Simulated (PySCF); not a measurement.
# What a mistake does to a calculation on CGeH7NSi

Calculated results; nothing here was measured. They come from PySCF 2.14.0, an open-source quantum chemistry program, on an isolated molecule that a program drew, which may never have been made. The molecule is CGeH7NSi (charge 0, singlet), drawn as the SMILES string `C[N]([SiH3])[GeH]`.

Each row is a Hartree-Fock (HF) and frozen-core CCSD(T) single point in the cc-pV(D+d)Z basis, meant for a local HF minimum. Run 1 is clean. Each other run has one planted mistake out of seven kinds, and not every kind appears here: one electron removed, one electron added, multiplicity raised by two, geometry at a saddle point, minimal basis STO-3G, one bond length entered in bohr, all coordinates scaled. The reference is restricted for singlets and unrestricted otherwise, and also for a bond in bohr. Adding or removing an electron swaps singlet and doublet. Electrons count all cores. HOMO and LUMO are orbital energies over both spins, the gradient is its largest component, and the lowest frequency (negative if imaginary) is given only where the gradient is small. Bond lengths are over the 10 bonds as drawn. T1 is the CCSD diagnostic: over 0.02 (restricted) or 0.045 (unrestricted) a single reference is doubtful. Germanium has the cc-pVDZ-PP basis, with a core potential (ECP10MDF) in place of its 10 inner electrons, and its 3s, 3p and 3d shells are frozen in CCSD(T).

Geometry of the clean run:
```xyz
11
CGeH7NSi, angstrom
C    -0.7205   -1.5686   -1.2664
N     0.7147   -1.3833   -1.5184
Si    1.7313   -1.5648   -0.1079
Ge    1.2269   -0.9940   -3.2447
H    -1.0969   -0.8421   -0.5398
H    -0.9335   -2.5698   -0.8796
H    -1.2934   -1.4418   -2.1865
H     1.3378   -0.5833    0.9347
H     1.5521   -2.9171    0.4791
H     3.1476   -1.3656   -0.4618
H     2.7805   -0.9069   -2.9389
```

```
run,electrons,basis functions,<S^2>,HOMO (eV),LUMO (eV),gradient (hartree/bohr),lowest frequency (cm^-1),mean bond (Å),longest bond (Å),T1,HF (hartree),CCSD(T) (hartree),mistake
1,66,109,0.000,-8.98,1.18,2.4e-05,71,1.4369,1.842,0.0168,-678.71053,-679.28824,no fault
2,67,109,0.765,-0.31,8.14,6.9e-02,-,1.4369,1.842,0.0142,-678.69396,-679.27653,one electron added
3,66,109,0.000,-9.15,0.95,4.1e-02,-,1.5216,1.951,0.0202,-678.67900,-679.26989,all coordinates scaled
4,65,109,1.043,-14.71,-6.41,7.0e-02,-,1.4369,1.842,0.0794,-678.41625,-678.94852,one electron removed
5,66,109,2.032,-5.95,-0.48,1.2e-01,-,1.4369,1.842,0.0173,-678.60413,-679.14300,?
```

**Which mistake was planted in run 5, and what did it cost?**

Electrons, basis and geometry are unchanged, and <S^2> is 2.032, beside S(S+1) = 2.00 for a multiplicity of 3. So the mistake is: multiplicity raised by two. Subtracting run 1 and multiplying by 627.51 kcal/mol a hartree, the energy moved by 66.8 kcal/mol in HF and 91.1 kcal/mol in CCSD(T).

Cautions from the logs. Run 2: the added electron raises the CCSD(T) energy, so it isn't bound in this basis; run 3: T1 is over the limit, so its CCSD(T) energy is less reliable; run 4: T1 is over the limit, so its CCSD(T) energy is less reliable.
